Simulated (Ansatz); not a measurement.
Geometry optimisation, Ansatz 0.2.0, RKS revPBE-D4/def2-SVP.

input.yaml

```yaml
crystal:
  periodic: [false, false, false]
  atoms:
    - { symbol: B, position_ang: [0.0, 0.0, 0.0] }
    - { symbol: O, position_ang: [0.0, 0.0, 1.41] }
    - { symbol: H, position_ang: [-0.9095, -0.2814, 1.7471] }
    - { symbol: F, position_ang: [1.1431, 0.0, -0.66] }
    - { symbol: O, position_ang: [-1.2211, 0.0, -0.705] }
    - { symbol: H, position_ang: [-1.7308, -0.8467, -0.4965] }
basis:
  gaussian: { orbitals: def2-SVP }
hamiltonian:
  xc: revpbe
  dispersion: d4
relax:
  f_tol: 0.02
  max_steps: 40
```

Run as:

```bash
$ ansatz run input.yaml --threads 2 --pin off --max-ram 3072MiB --backend cpu --events-out ev --progress --plain --runs-dir out
```

Task: Where does it end, and by what steps?

Result: It converged. After 6 steps the energy has fallen by 0.386 eV; O5 moved furthest, 0.40 Å.

```json
{"step": "0", "energy less start (eV)": "0.0000", "largest force component (eV/Å)": "1.840", "accepted": "yes"}
{"step": "1", "energy less start (eV)": "-0.1537", "largest force component (eV/Å)": "1.285", "accepted": "yes"}
{"step": "2", "energy less start (eV)": "-0.2293", "largest force component (eV/Å)": "1.270", "accepted": "yes"}
{"step": "3", "energy less start (eV)": "-0.2770", "largest force component (eV/Å)": "0.542", "accepted": "yes"}
{"step": "4", "energy less start (eV)": "-0.3713", "largest force component (eV/Å)": "0.425", "accepted": "yes"}
{"step": "5", "energy less start (eV)": "-0.3854", "largest force component (eV/Å)": "0.027", "accepted": "yes"}
{"step": "6", "energy less start (eV)": "-0.3855", "largest force component (eV/Å)": "0.006", "accepted": "yes"}
```

```xyz
6
Properties=species:S:1:pos:R:3
B -0.011 -0.079 -0.010
O -0.016 -0.067 1.365
H -0.877 -0.278 1.761
F 1.158 0.206 -0.607
O -1.073 -0.352 -0.840
H -1.899 -0.558 -0.373
```

Whether the end is a true minimum wasn't checked by a vibrational analysis.

Time of the run: 3.4 s on 2 threads of Intel(R) Xeon(R) 6975P-C (Granite Rapids) (shared host), peak memory 0.15 GiB.
